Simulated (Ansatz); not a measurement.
# Relative stability

The two ends of one reaction step of Si2H6Cl2, closed shell (PBE0-D4/def2-TZVP).

A:

Si1  (-1.361, 0.964, -1.383)
Si2  (1.360, -1.043, 1.325)
H3  (-0.519, -0.146, -1.881)
H4  (-2.594, 1.080, -2.195)
Cl5  (-1.926, 0.535, 0.550)
H6  (-0.616, 2.242, -1.387)
Cl7  (1.938, 0.661, 0.325)
H8  (0.631, -0.651, 2.550)
H9  (0.500, -1.844, 0.426)
H10  (2.587, -1.798, 1.672)
(Å)

B:

Si1  (-1.059, -0.039, -0.791)
Si2  (0.310, -1.167, 0.733)
H3  (-1.259, -0.816, -2.040)
H4  (-0.538, 1.304, -1.159)
Cl5  (-2.912, 0.249, 0.074)
H6  (1.341, 2.673, -0.224)
Cl7  (2.353, 2.047, 0.247)
H8  (0.448, -0.369, 1.977)
H9  (-0.332, -2.470, 1.049)
H10  (1.647, -1.412, 0.133)
(Å)

Computed with Ansatz 0.2.0 (basis: def2-TZVPP); correlated methods freeze the cores. B3LYP uses VWN-RPA correlation.

(1) Which structure is lower at CCSD(T), and by how much? (To be estimated.)

No T1 diagnostic of these runs exceeds 0.010.

Answers

(1) The calculation gives: A, by 22.42 kcal/mol (electronic energy, against the other). By their contacts, A is a complex of SiH₃Cl ([SiH3][Cl]) + SiH₃Cl ([SiH3][Cl]) and B is a complex of Si₂H₅Cl ([SiH3][SiH2][Cl]) + HCl.

All methods give the same order:

```csv
method,E(B) − E(A) (kcal/mol)
SPW92,18.77
PBE-D4,19.06
BLYP-D4,21.83
r2SCAN-D4,22.28
B97M-V,21.71
PBE0-D4,20.61
B3LYP-D4,22.86
r2SCAN0-D4,22.99
BHLYP-D4,24.79
CAM-B3LYP-D4,23.60
wB97X-V,23.06
wB97M-V,24.30
B2PLYP,23.50
PBE-QIDH,22.80
RPA on PBE,22.34
HF,26.94
MP2,24.88
CCSD,22.85
CCSD(T),22.42
```

Labels in which every atom is bracketed show which atoms are joined, not bond orders.

For scale, one of the runs: CCSD(T)/def2-TZVPP, 252 basis functions, launched by `ansatz run in.yaml --threads 4 --pin off --events-out ev --progress --plain --max-ram 9574MiB`. The run took 93 s on 4 CPU threads of an Intel Xeon (shared host), with 4.7 GiB of host memory at its peak.
